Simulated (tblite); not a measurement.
C3H13NSSi2.
Bonds: C1–C2, C2–C3, C2–S4, S4–Si5, Si5–N6, N6–Si7. Hydrogens: H8, H9, H10 on C1; H11 on C2; H12, H13, H14 on C3; H15, H16 on Si5; H17 on N6; H18, H19, H20 on Si7.

Computed geometry: GFN2-xTB, gas phase.

(1) Give the optimised bond lengths and angles.

Results:

(1) 
| bond | length (Å) |
| --- | --- |
| C1–C2, C2–C3 | 1.519 |
| C2–S4 | 1.840 |
| S4–Si5 | 2.139 |
| Si5–N6 | 1.717 |
| N6–Si7 | 1.730 |
| C1–H8 and 5 like bonds | 1.088 |
| C2–H11 | 1.094 |
| Si5–H15, Si5–H16 | 1.462 |
| N6–H17 | 1.007 |
| Si7–H18, Si7–H19, Si7–H20 | 1.462 |

Bonds in one row agree within 0.01 Å and their mean is given. A selection of angles:
| angle | degrees |
| --- | --- |
| C2–C1–H8 | 110.6 |
| C2–C1–H10 | 109.7 |
| H8–C1–H9 | 108.7 |
| C1–C2–C3 | 112.4 |
| C1–C2–S4 | 111.8 |
| C1–C2–H11 | 109.5 |
| S4–C2–H11 | 102.4 |
| C2–S4–Si5 | 105.0 |
| S4–Si5–N6 | 102.8 |
| S4–Si5–H15 | 110.7 |
| N6–Si5–H15 | 112.1 |
| N6–Si5–H16 | 110.0 |
| H15–Si5–H16 | 110.4 |
| Si5–N6–Si7 | 127.6 |
| Si5–N6–H17 | 115.7 |
| Si7–N6–H17 | 116.1 |
| N6–Si7–H18 | 110.9 |
| N6–Si7–H19 | 106.2 |
| H18–Si7–H19 | 110.9 |
| H18–Si7–H20 | 109.7 |
| H19–Si7–H20 | 112.9 |

Torsions: C1–C2–S4–Si5 54° (synclinal); C2–S4–Si5–N6 173° (antiperiplanar); S4–Si5–N6–Si7 -176° (antiperiplanar). The mirror-image conformer, all signs reversed, is as good.

Si7 (SiH3 silicon) is tetrahedral (angles from 106.1° to 112.9°). S4 (sulfur bonded to C and Si) is bent (angle 105.0°). Si5 (SiH2 silicon) is distorted tetrahedral (angles from 102.8° to 112.1°). Of the pairs four or more bonds apart, Si5···H9 is among the closest relative to their van der Waals radii: 2.96 Å, 90 % of the sum of Bondi's values. N6 (nitrogen bridging silicon atoms) is planar (angles 127.6°, 116.1° and 115.7°, sum 359.4°, 0.07 Å off the plane of its three neighbours).

Point group: C1 (no symmetry element, even within 0.4 Å). Its GFN2-xTB frequencies are all real (lowest 21 cm⁻¹). One conformer, not necessarily the lowest. 3 starts were optimised and ended at 0.00, 0.35 and 1.05 kcal/mol (GFN2-xTB); the lowest of these is shown.

The run took 2.5 s wall on one thread, Arm Neoverse N1 (aarch64) (shared host). This is the geometry optimisation.
